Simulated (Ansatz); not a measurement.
Input and output for `BC1C=N1`.

```yaml
crystal:
  periodic: [false, false, false]
  atoms:
    - {symbol: B, position_ang: [-0.430688, 1.153240, -0.281024]}
    - {symbol: C, position_ang: [0.523561, -0.024067, -0.147532]}
    - {symbol: C, position_ang: [0.032274, -1.325315, 0.357880]}
    - {symbol: N, position_ang: [0.630241, -0.752965, 1.265680]}
    - {symbol: H, position_ang: [-0.290674, 1.948458, -1.164192]}
    - {symbol: H, position_ang: [-1.339528, 1.265661, 0.488631]}
    - {symbol: H, position_ang: [1.454562, -0.075440, -0.707851]}
    - {symbol: H, position_ang: [-0.487749, -2.246672, 0.132409]}
basis:
  gaussian: {orbitals: aug-cc-pVTZ}
hamiltonian: {xc: {name: wB97X-V}}
scf: {lower_state_search: off}
```

```sh
$ ansatz run in.yaml --threads 2 --pin off --events-out ev --progress --plain --max-ram 4352MiB
```

Output, abridged:

```
Functional definition: wB97X-V
  name "wB97X-V"
  cite "Mardirossian & Head-Gordon, Phys. Chem. Chem. Phys. 16, 9904 (2014) doi:10.1039/C3CP54374A"
  cite "Becke, J. Chem. Phys. 107, 8554 (1997) doi:10.1063/1.475007"
  cite "Vydrov & Van Voorhis, J. Chem. Phys. 133, 244103 (2010) doi:10.1063/1.3521275"
  parameter omega = 0.3/bohr
  parameter cx = 0.167
  parameter cx1 = 0.603
  parameter cx2 = 1.194
  parameter css0 = 0.556
  parameter css1 = -0.257
  parameter cos0 = 1.219
  parameter cos1 = -1.850
  parameter b = 6.0
  parameter c = 0.01
  exchange = spin_sum(e_x_unif_sr(omega)*poly(b97_u_x, 1 - cx, cx1, cx2)) + cx*exact_x_sr(omega) + exact_x_lr(omega)
  correlation = spin_sum(e_c_pw_same_spin*poly(b97_u_same, css0, css1))
      + integral(e_c_pw_opposite_spin*poly(b97_u_opposite, cos0, cos1)) + vv10(b, c)
these checks for a lower state are left out or cut short: stability, starts, cluster_reference, orbital_swaps, neighbouring_geometries, increment
1090 factors; their error is unknown
444 factors; integrals over basis functions are off by at most 2.3e-5 eV
mean field evaluation 1: about -4299.6384 eV, gradient 3.7e1 eV
mean field evaluation 2: about -4300.7811 eV, gradient 3.1e1 eV
mean field evaluation 4: about -4302.7353 eV, gradient 2.7e0 eV
mean field evaluation 8: about -4302.7554 eV, gradient 7.0e-2 eV
mean field evaluation 16: about -4302.7245 eV, gradient 4.8e-5 eV
mean field -4302.72450046 eV, -158.1222089006 hartree, gradient 7.6e-6 eV, S^2 0.000000; 0 other end points of the search recorded, 0 dependent functions left out
reference -4302.72449770 eV, -158.1222087990 hartree; 14, 14 occupied and 262, 262 virtual orbitals, 1090 factors
Total energy: -4302.72449770 eV, -158.1222087990 hartree
Checks for a lower state left out: stability, starts, cluster_reference, orbital_swaps, neighbouring_geometries, increment
```

Run time 7.5 s (2 threads of an Arm Neoverse V1 on a shared host); peak host memory 0.63 GiB.
